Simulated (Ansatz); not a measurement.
Gas-phase electronic energies from Ansatz, PBE0-D4/def2-TZVP geometries. CBS: MP2 limit from def2 TZ/QZ plus the TZ coupled-cluster correction, frozen cores. Functionals use def2-TZVPP. B3LYP here is the variant with VWN-RPA as its local correlation; programs differ in this. For Ge outer-core shells are correlated without core-valence functions, which leaves a few kJ/mol of doubt a bond. Scalar relativity is left out up to krypton. Each species was taken in one conformer, which may not be the lowest.

`C#[C][GeH2][NH2]` + `N[SiH2][S][GeH2][NH2]` → `[NH2][GeH2][S][GeH2][NH2]` + `C#C[SiH2]N`  (redistribution)

`C#[C][GeH2][NH2]`:

```xyz
9

C    -0.383   -0.293    2.391
C    -0.118    0.109    1.286
Ge    0.292    0.709   -0.486
N     0.020   -0.580   -1.763
H    -0.616   -0.646    3.370
H     1.774    1.095   -0.520
H    -0.632    1.888   -0.808
H     0.604   -1.396   -1.643
H    -0.941   -0.887   -1.828
```

`N[SiH2][S][GeH2][NH2]`:

Z-matrix (Å, degrees):
```
Si
S 1 2.119
N 1 1.724 2 109.6
H 1 1.487 2 113.6 3 116.9
H 1 1.489 2 104.3 3 -125.4
Ge 2 2.254 1 97.9 3 -44.3
H 3 1.009 1 118.4 2 163.9
H 3 1.009 1 119.0 2 -56.7
N 6 1.827 2 115.2 1 -37.7
H 6 1.535 2 104.3 1 -156.6
H 6 1.533 2 108.6 1 83.2
H 9 1.011 6 114.6 2 -59.8
H 9 1.012 6 112.3 2 65.4
```

`[NH2][GeH2][S][GeH2][NH2]`:

Z-matrix (Å, degrees):
```
Ge
S 1 2.207
N 1 1.851 2 107.6
H 1 1.542 2 106.1 3 -122.9
H 1 1.538 2 112.1 3 115.1
Ge 2 2.250 1 96.6 3 -52.5
H 3 1.012 1 113.1 2 161.7
H 3 1.012 1 113.3 2 -74.5
N 6 1.828 2 114.7 1 72.9
H 6 1.536 2 107.2 1 -46.6
H 6 1.534 2 105.1 1 -167.4
H 9 1.012 6 113.4 2 67.3
H 9 1.015 6 109.7 2 -54.4
```

`C#C[SiH2]N`:

```xyz
9

C     1.438    1.300   -1.452
C     0.937    0.582   -0.620
Si    0.157   -0.505    0.638
N    -1.553   -0.593    0.570
H     1.882    1.933   -2.185
H     0.539    0.030    1.966
H     0.698   -1.868    0.425
H    -1.995   -1.081   -0.193
H    -2.103    0.203    0.851
```

| level | ΔE (kcal/mol) | difference from CCSD(T)/CBS |
| --- | --- | --- |
| PBE-D4 | -3.2 | -0.6 |
| r2SCAN-D4 | -2.9 | -0.3 |
| PBE0-D4 | -2.6 | 0.0 |
| B3LYP-D4 | -3.5 | -0.9 |
| ωB97X-V | -2.2 | 0.4 |
| ωB97M-V | -2.4 | 0.2 |
| B2PLYP | -3.1 | -0.5 |
| PBE | -3.3 | -0.7 |
| r2SCAN | -2.9 | -0.3 |
| PBE0 | -2.8 | -0.2 |
| B3LYP | -3.8 | -1.2 |
| HF/def2-TZVPP | -2.5 | 0.1 |
| MP2/def2-TZVPP | -1.9 | 0.7 |
| SCS-MP2/def2-TZVPP | -1.9 | 0.7 |
| CCSD/def2-TZVPP | -1.9 | 0.7 |
| CCSD(T)/def2-TZVPP | -2.0 | 0.6 |
| HF/def2-QZVPP | -2.6 | 0.0 |
| MP2/def2-QZVPP | -2.3 | 0.3 |
| SCS-MP2/def2-QZVPP | -2.3 | 0.3 |
| HF/CBS(def2) | -2.6 | 0.0 |
| MP2/CBS(def2) | -2.5 | 0.1 |
| CCSD/CBS(def2) | -2.6 | 0.0 |
| CCSD(T)/CBS | -2.6 | 0 |

Largest T1 diagnostic among the species: 0.012.
